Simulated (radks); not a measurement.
Er IV, 65 electrons, occupied as [Xe] 4f11 (the NIST ground configuration).

Method: Dirac Kohn-Sham, B86b exchange with PBE correlation, spin-unpolarised, spherical densities, finite nucleus; open shells fill j = l - 1/2 first; Fermi nuclear charge, rms radius 5.2516 fm; computed with a radial shooting solver on a logarithmic mesh with Libxc functionals.

Energy parts (hartree):
total: -13097.8809
kinetic: 14454.1615
electron-nucleus: -32327.4925
Hartree: 5054.7929
exchange-correlation: -279.3428

Orbitals (lengths in bohr, moments of r in powers of bohr):
orbital	occ.	eigenvalue (hartree)	<r>
1s1/2	2	-2106.901	0.02037
2s1/2	2	-354.7687	0.08590
2p1/2	2	-337.9985	0.07147
2p3/2	4	-304.3005	0.07875
3s1/2	2	-80.45062	0.2249
3p1/2	2	-73.08328	0.2146
3p3/2	4	-66.00637	0.2283
3d3/2	4	-53.39338	0.2013
3d5/2	6	-51.84708	0.2055
4s1/2	2	-16.85441	0.5077
4p1/2	2	-13.90746	0.5166
4p3/2	4	-12.31170	0.5479
4d3/2	4	-7.45725	0.5758
4d5/2	6	-7.16650	0.5868
5s1/2	2	-3.00705	1.230
5p1/2	2	-2.18696	1.368
5p3/2	4	-1.97143	1.463
4f5/2	6	-1.32154	0.7607
4f7/2	5	-1.27906	0.7735

The highest occupied level is 4f7/2 at -34.805 eV. The electron density at the nucleus is 8.73e+05 e/bohr^3. Summed over all electrons, <r^2> = 33.25 bohr^2, which gives a Langevin (diamagnetic) susceptibility term of -26.3 x 10^-6 cm^3/mol. The density falls to 0.001 e/bohr^3 at r = 3.13 bohr.

Run on one thread of a shared host, so times are rough (Arm Neoverse V2): 0.14 s of CPU time, 0.14 s wall, 15 iterations on 2213 mesh points.
